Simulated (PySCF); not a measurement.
A calculated (UHF, PySCF 2.14, 6-31G*, no relativity, point nucleus) atom or ion has these occupied shells.

```
shell  electrons  orbital energy (eV)  rms radius, mean of both spins (bohr)
   1s          2              -154.24                                  0.482
```

Name the element and its charge.

Be²⁺ (beryllium, charge +2), in 1s2, closed-shell 1S.
